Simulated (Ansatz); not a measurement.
Cost against result

Saddle point of BH$_{2}$BrCl$_{2}$, closed shell (BHCl₂ ([Cl][BH][Cl]) + HBr → BBrCl₂ ([Cl][B]([Cl])[Br]) + H₂; bonds formed: B1–Br6, H2–H5; bonds broken: B1–H2, H5–Br6), PBE0-D4/def2-TZVP structure:

```xyz
6
angstrom
B -0.1614 -0.1992 -0.3032
H 0.2951 0.9685 -0.5885
Cl 0.8306 -1.4351 -1.0572
Cl -1.9134 -0.2032 -0.4060
H 0.4946 0.8629 0.4518
Br 0.4544 0.0061 1.9032
```

Barriers are electronic and count from the start structure reached by relaxing down the imaginary mode.

Computed with Ansatz 0.2.0 (basis: as named in each row); correlated methods freeze the cores. Filled d shells of the heavier atoms are correlated. The def2 sets are not built for correlating such inner shells, so the correlated values are less sure here. B3LYP uses VWN-RPA correlation. Extrapolation: Hartree–Fock as exp(−7.88 √X), correlation as X^−2.97.

Times are rough, for one single point on 4 threads of a shared host (Arm Neoverse V1).

The estimate by CCSD(T) at an estimated basis limit (MP2 extrapolated from triple and quadruple zeta, plus CCSD(T) − MP2 in triple zeta) is 1.105 eV.

| method | basis | time (s) | barrier (eV) | method less estimate |
| --- | --- | --- | --- | --- |
| HF | STO-3G | under 1 | 2.495 | 1.390 |
| PBE-D4 | STO-3G | under 1 | 1.027 | -0.078 |
| SPW92 | def2-SVP | under 1 | 0.232 | -0.872 |
| PBE-D4 | def2-SVP | under 1 | 0.604 | -0.501 |
| B3LYP-D4 | 6-31G | under 1 | 1.174 | 0.069 |
| SPW92 | def2-TZVPP | under 1 | 0.343 | -0.762 |
| PBE0-D4 | def2-SVP | under 1 | 0.788 | -0.316 |
| PBE-D4 | def2-TZVPP | 1 | 0.689 | -0.416 |
| BLYP-D4 | def2-TZVPP | 2 | 0.961 | -0.144 |
| CCSD(T) | def2-SVP | 2 | 1.279 | 0.174 |
| B3LYP-D4 | def2-TZVPP | 2 | 1.070 | -0.035 |
| BHLYP-D4 | def2-TZVPP | 2 | 1.276 | 0.172 |
| PBE0-D4 | def2-TZVPP | 2 | 0.849 | -0.255 |
| CAM-B3LYP-D4 | def2-TZVPP | 2 | 1.158 | 0.053 |
| RPA on PBE | def2-TZVPP | 3 | 1.208 | 0.104 |
| r2SCAN-D4 | def2-TZVPP | 3 | 0.824 | -0.281 |
| B2PLYP | def2-TZVPP | 4 | 1.135 | 0.031 |
| wB97M-V | def2-SVP | 4 | 0.991 | -0.114 |
| PBE-QIDH | def2-TZVPP | 4 | 0.985 | -0.119 |
| r2SCAN0-D4 | def2-TZVPP | 4 | 0.934 | -0.171 |
| wB97X-V | def2-TZVPP | 6 | 1.132 | 0.027 |
| B97M-V | def2-TZVPP | 6 | 1.027 | -0.078 |
| wB97M-V | def2-TZVPP | 7 | 1.091 | -0.013 |
| MP2 | def2-QZVPP | 12 | 0.988 | -0.117 |
| CCSD(T) | def2-TZVPP | 20 | 1.163 | 0.059 |

All methods are single points on the PBE0-D4 structures.

T1 diagnostic: at most 0.011.

Labels in which every atom is bracketed show which atoms are joined, not bond orders.
